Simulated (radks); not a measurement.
Species: As. Configuration: [Ar] 3d10 4s2 4p3. Method: non-relativistic Kohn-Sham, PBE, spin-unpolarised, spherical densities, point nucleus; computed with a radial shooting solver on a logarithmic mesh with Libxc functionals.

Normalised radial functions P(r) = r R(r), r in bohr:

r,2s,2p,3s
0.006883,0.6327,0.0428,0.2480
0.009107,0.7741,0.0722,0.3033
0.01195,0.9169,0.1188,0.3588
0.01582,1.0502,0.1953,0.4101
0.02076,1.1351,0.3107,0.4414
0.02725,1.1304,0.4824,0.4359
0.03606,0.9719,0.7342,0.3671
0.04733,0.6118,1.0596,0.2161
0.06262,0.0014,1.4635,-0.0352
0.08219,-0.7772,1.8709,-0.3454
0.1079,-1.5847,2.1953,-0.6381
0.1427,-2.1857,2.3079,-0.7749
0.1874,-2.3039,2.1026,-0.5979
0.2479,-1.8879,1.5870,-0.0472
0.3254,-1.1850,0.9618,0.6846
0.4271,-0.5417,0.4397,1.2744
0.5651,-0.1611,0.1353,1.4248
0.7418,-0.0303,0.0272,1.1204
0.9815,-0.0029,0.0029,0.6251
1.288,-0.0001,0.0002,0.2489
1.705,0.0000,0.0000,0.0630
2.237,0.0000,0.0000,0.0099
2.937,0.0000,0.0000,0.0008
3.886,0.0000,0.0000,0.0000
5.1,0.0000,0.0000,0.0000
6.749,0.0000,0.0000,0.0000
8.858,0.0000,0.0000,0.0000

2s: eigenvalue -1447.0 eV, 1 radial node at r = 0.0627 bohr, <r> = 0.207 bohr, 90 % of the charge inside 0.319 bohr. 2p: eigenvalue -1294.0 eV, 0 radial nodes, <r> = 0.179 bohr, 90 % of the charge inside 0.291 bohr. 3s: eigenvalue -183.93 eV, 2 radial nodes at r = 0.0605, 0.253 bohr, <r> = 0.609 bohr, 90 % of the charge inside 0.909 bohr.
